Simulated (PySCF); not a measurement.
PySCF 2.14 output of an unrestricted PBE0 calculation on a single atom or ion in aug-cc-pwCVTZ-PP with ECP60MDF, with scalar relativity through the core potential:

```
SCF conv_tol = 1e-09
number electrons alpha = 11  beta = 10
    C. Adamo and V. Barone.,  J. Chem. Phys. 110, 6158 (1999)
    M. Ernzerhof and G. E. Scuseria.,  J. Chem. Phys. 110, 5029 (1999)
cycle= 1 E= -213.719939113662  delta_E= -0.00758  |g|= 0.0156  |ddm|=  0.3
cycle= 2 E= -213.720006640528  delta_E= -6.75e-05  |g|= 0.00391  |ddm|= 0.0328
cycle= 3 E= -213.720009542361  delta_E= -2.9e-06  |g|= 0.00126  |ddm|= 0.00505
cycle= 4 E= -213.720009855423  delta_E= -3.13e-07  |g|= 0.00026  |ddm|= 0.00211
cycle= 5 E= -213.720009871432  delta_E= -1.6e-08  |g|= 1.27e-05  |ddm|= 0.000324
cycle= 6 E= -213.720009871526  delta_E= -9.45e-11  |g|= 8.67e-07  |ddm|= 3.32e-05
converged SCF energy = -213.720009871526  <S^2> = 0.75161826  2S+1 = 2.0016176
```

The run itself started from symmetry-adapted Hartree-Fock orbitals and held the occupation by maximum overlap, on a logarithmic radial grid, so the iterations belong to that start.

Problem. Which element, charge and spin multiplicity is this?

Solution. Bi²⁺ (bismuth, charge +2), multiplicity 2; the state was [Xe] 4f14 5d10 6s2 6p1, 2P determinant.

Energies and moments cover only the electrons outside the core potential. Spin-orbit coupling, absent here, splits the open shell strongly.
